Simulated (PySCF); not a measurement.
NICS in isomers of C6H7N3.

Definitions: NICS(0) = −σiso at the ring centroid; NICS(1) = −σiso and NICS(1)zz = −σzz at ±1 Å along the ring normal z. Level: GIAO PBE0/pcSseg-1 (PySCF, non-relativistic, gas phase) on the GFN2-xTB geometries, one conformer each. Atom numbers follow the mapped SMILES.

Question: Order these rings by mean NICS(1)zz, lowest (most negative) first (ppm).
A. ring C3–N4–C5–N7–N9 in `[CH:1]#[C:2][c:3]1[n:4][c:5]([CH3:6])[n:7]([CH3:8])[n:9]1`
B. ring C3–C4–N5–N6–N9 in `[CH:1]#[C:2][c:3]1[cH:4][n:5][n:6]([CH2:7][CH3:8])[n:9]1`
C. ring C1–C2–N3–C4–N8–N9 in `[cH:1]1[cH:2][n:3][c:4]([CH:5]2[CH2:6][CH2:7]2)[n:8][n:9]1`
D. ring N3–N4–C5–C6–C7 in `[CH3:1][CH2:2][n:3]1[n:4][cH:5][cH:6][c:7]1[C:8]#[N:9]`
E. ring C1–C2–C3–N7–N8–N9 in `[cH:1]1[cH:2][c:3]([CH:4]2[CH2:5][CH2:6]2)[n:7][n:8][n:9]1`

Answer: B (-32.0), D (-30.5), A (-28.5), E (-25.7), C (-24.5).

| SMILES | ring | NICS(0) | NICS(1) | NICS(1)zz | HOMA | rms pucker (Å) | ring atoms with four or more neighbours |
| --- | --- | --- | --- | --- | --- | --- | --- |
| C#Cc1cnn(CC)n1 | 5-membered ring with 3 N; formal bonds all aromatic | -13.6 | -13.0 | -32.0 | 0.97 | 0.00 | 0 |
| CCn1nccc1C#N | 5-membered ring with 2 N; formal bonds all aromatic | -13.9 | -12.2 | -30.5 | 0.98 | 0.00 | 0 |
| C#Cc1nc(C)n(C)n1 | 5-membered ring with 3 N; formal bonds all aromatic | -12.0 | -11.5 | -28.5 | 0.95 | 0.00 | 0 |
| c1cc(C2CC2)nnn1 | 6-membered ring with 3 N; formal bonds all aromatic | -3.4 | -10.9 | -25.7 | 0.97 | 0.00 | 0 |
| c1cnc(C2CC2)nn1 | 6-membered ring with 3 N; formal bonds all aromatic | -2.9 | -10.3 | -24.5 | 0.99 | 0.00 | 0 |

NICS(0) gives another order. The isotropic NICS(1) gives the same order. HOMA uses Krygowski's 1993 parameters. NICS(1) and NICS(1)zz are means over the two faces.
